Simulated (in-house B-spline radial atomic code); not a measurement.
A fraction x of an electron is removed from 2p in Mg V (Mg4+), starting from [He] 2s2 2p4 and keeping the highest spin. Level of theory: scalar-relativistic (X2C) LDA PW92, spin-polarised, spherical fractional occupations, Fermi nucleus of rms radius 3.057 fm; calculated with a B-spline radial code for spherical atoms.

| x | E(x) - E(0) (eV) | 2p down level (eV) |
| --- | --- | --- |
| 0 | 0.0000 | -125.156 |
| 0.05 | 6.2969 | -126.722 |
| 0.17 | 21.7297 | -130.494 |
| 0.25 | 32.2702 | -133.020 |
| 0.39 | 51.2034 | -137.458 |
| 0.5 | 66.5163 | -140.960 |
| 0.57 | 76.4616 | -143.193 |
| 0.69 | 93.8748 | -147.029 |
| 0.86 | 119.3323 | -152.471 |
| 0.99 | 139.4241 | -156.631 |
| 1 | 140.9920 | - |

The exact functional would give a straight line between the two integer points. Deviations E(x) - E(0) - x[E(1) - E(0)], in eV: -0.753 at x = 0.05, -2.239 at x = 0.17, -2.978 at x = 0.25, -3.783 at x = 0.39, -3.98 at x = 0.5, -3.904 at x = 0.57, -3.41 at x = 0.69, -1.921 at x = 0.86, -0.158 at x = 0.99.

The curve lies below the straight line by up to 3.98 eV (at x = 0.5): convex, the delocalisation error that favours fractional charges.

Question: How well does Slater's transition state (minus the level at half occupation) give the ionisation energy?

Answer: It gives 140.960 eV against 140.992 eV from the two total energies; NIST lists 141.33 eV, ground level to ground level.
